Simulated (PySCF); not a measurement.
A structure optimised at B3LYP-D3(BJ)/def2-SVP, used in a PySCF frequency run:

```xyz
13

C      3.5294    -0.7138     0.5103
C      2.3707     0.1676     0.1533
C      1.1263    -0.2807    -0.0500
O      0.0994     0.5279    -0.4265
Ge    -1.6181     0.1140    -0.0691
H      3.9915    -0.4112     1.4668
H      3.2230    -1.7679     0.6059
H      4.3281    -0.6668    -0.2513
H      2.5480     1.2427     0.0383
H      0.8906    -1.3527     0.0507
H     -1.8790     0.2959     1.4407
H     -1.8517    -1.3532    -0.4896
H     -2.4244     1.1041    -0.9184
```
Charge 0, spin multiplicity 1.

Problem. Write its SMILES and formula.

Solution. C/C=C/[O][GeH3], C3H8GeO

Problem. What are its rotational constants (standard atomic weights)?

Solution. 18.960, 1.0108, 0.98444 GHz
